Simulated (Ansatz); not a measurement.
`N[Si](F)(Cl)Br` + H₂O → `N[Si](O)(F)Br` + HCl at 298.15 K and 1 bar (formal hydrolysis of the Si–Cl bond).

Isolated molecules relaxed with PBE0-D4/def2-TZVP in Ansatz; ΔE leaves out vibrations. CCSD(T)/CBS adds triple-zeta CCSD(T) − MP2 to the extrapolated MP2 energy (def2 sets, frozen cores). This one scheme is used for every species. For Br outer-core shells are correlated without core-valence functions, which leaves a few kJ/mol of doubt a bond. Scalar relativity is left out up to krypton. One conformer a species, not always the lowest.

```
         species  CCSD(T)/CBS energy (Eh)  H − E (kJ/mol)  S (J/(mol·K))
`N[Si](F)(Cl)Br`              -3478.08790           106.1          362.1
             H₂O                -76.37941            66.4          188.7
 `N[Si](O)(F)Br`              -3094.09073           140.4          350.0
             HCl               -460.38127            26.6          186.8
```

H − E and S are ideal-gas, rigid-rotor, harmonic terms from PBE0-D4/def2-TZVP, for one conformer and one mirror image of each species. 1 Eh = 2625.50 kJ/mol, R = 8.31446 J/(mol·K).

Task: By hand: ΔE, ΔH, ΔS and ΔG.

Result: ΔE = (-3094.09073) + (-460.38127) − (-3478.08790) − (-76.37941) = -0.00469 Eh = -12.3 kJ/mol. Δ(H − E) = 140.4 + 26.6 − 106.1 − 66.4 = -5.5, so ΔH = -17.8 kJ/mol. ΔS = 350.0 + 186.8 − 362.1 − 188.7 = -14.0 J/(mol·K). ΔG = -17.8 − 298.15 × (-14.0)/1000 = -13.6 kJ/mol.

Task: By hand: the equilibrium constant, and the temperature at which ΔG would vanish if ΔH and ΔS stayed fixed.

Result: log₁₀ K = −ΔG/(RT ln 10) = 2.4. ΔG = 0 at ΔH/ΔS = 1271 K, though so small a ΔS makes that figure unsure.

The number of gas molecules stays the same, so ΔS is small and ΔH decides. A doubt of 5 kJ/mol in ΔE shifts log₁₀ K by 0.9 here. Other conformers and mirror images would add mixing entropy, several J/(mol·K) or more a flexible species. These are equilibria of isolated gas molecules and say nothing of rates. Largest T1 diagnostic: 0.009 (customary marks: 0.02 for closed shells, 0.045 for open ones).
